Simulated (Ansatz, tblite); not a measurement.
Cost and result up the ladder for (FSn)4S6 adamantane (Sn₄S₆F₄) (14 atoms). Charge 0, multiplicity 1. Geometry: PBE-D4/def2-SVP.

```tsv
atom	x (Å)	y (Å)	z (Å)
Sn1	0.926	-1.833	0.950
F2	1.724	-3.409	1.767
S3	-1.474	-2.205	1.170
Sn4	-2.255	-0.154	0.105
F5	-4.195	-0.287	0.196
S6	-1.784	-0.019	-2.285
Sn7	0.647	0.136	-2.164
F8	1.203	0.253	-4.025
S9	1.745	-1.882	-1.346
S10	1.477	2.203	-1.170
Sn11	0.682	1.851	1.109
F12	1.269	3.442	2.063
S13	1.781	0.020	2.286
S14	-1.746	1.883	1.344
```

Ansatz on 2 threads of AMD EPYC 7R13 on a shared host and a share (18 GiB) of an NVIDIA H100 80GB HBM3; xTB runs through tblite on one thread. Times are rough, summed over both states, and most runs start from the orbitals of an earlier one. PBE-QIDH/def2-TZVP serves as the yardstick here, not as an exact answer. The other state is a doublet.

In the def2 sets Sn takes a core potential; there is no spin–orbit coupling. The xTB rows come from tblite. Correlated methods freeze 50 core orbitals; core or outer-core shells of Sn are correlated, in sets that lack core-valence functions. Single mean-field runs in def2-TZVP are fitted with def2-universal-jkfit.

Run but left out: PBE-D4/def2-TZVP (charge +1 doublet: an occupied level 0.12 eV above an empty one).

Correlated methods converge slowly with the basis.

Raw xTB energies of ions are shifted by several eV.

| level | functions | wall time | vertical IE (eV) | difference from PBE-QIDH/def2-TZVP (eV) |
| --- | --- | --- | --- | --- |
| GFN1-xTB | 106 | 0.14 s | 14.96 | 4.58 |
| GFN2-xTB | 106 | 0.22 s | 14.30 | 3.92 |
| PBE-QIDH/def2-TZVP | 546 | 47 s | 10.38 | 0.00 |
| PBE0-D4/def2-TZVP (with forces) | 546 | 52 s | 10.00 | -0.38 |
